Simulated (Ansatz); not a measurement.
The cluster Sr₃⁻, relaxed as a doublet with UKS r2SCAN/def2-TZVPD in Ansatz, starting from the GFN2-xTB geometry. Force threshold 0.02 eV/Å.

In the def2 sets Sr takes a core potential; there is no spin–orbit coupling. The charge -1 doublet is spin-contaminated (final ⟨S²⟩ up to 1.23, 0.75 for a pure state). The highest occupied level of the charge -1 doublet lies above zero (up to 0.21 eV). Its loss leaves the charge 0 singlet, which lies 1.10 eV higher (vertical, at r2SCAN/def2-TZVPD), but this difference is unsure: the singlet is doubtful (geometry relaxed on an unsound state). The structure comes from a short search, and lower isomers may exist.

Start:

```
atom    x (Å)    y (Å)    z (Å)
 Sr1   1.1139  -0.5744   2.0089
 Sr2   0.3613  -2.7287  -2.3057
 Sr3  -1.4752   3.3031   0.2968
```

Question: Estimate the energy that the relaxation releases and the steps that it takes.

Answer: 0.67 eV, in 14 steps; 4.2 min on 4 threads of Arm Neoverse V2 on a shared host. No frequencies were taken in this run, so the end may be a saddle point.

Question: Does the start keep its bonding?

Answer: Bonds formed: Sr1–Sr3, Sr2–Sr3 (atoms count from 1). Metal–metal contacts that move far: Sr1–Sr2 4.88 to 4.08 Å.

Question: Predict the relaxed structure.

Answer: 
```
atom   x (Å)   y (Å)   z (Å)
 Sr1   1.102  -0.555   2.003
 Sr2  -0.007  -1.534  -1.802
 Sr3  -1.094   2.089  -0.201
```
Bond lengths (bridged metal pairs left out): 3 × Sr–Sr 4.08 to 4.11 Å.
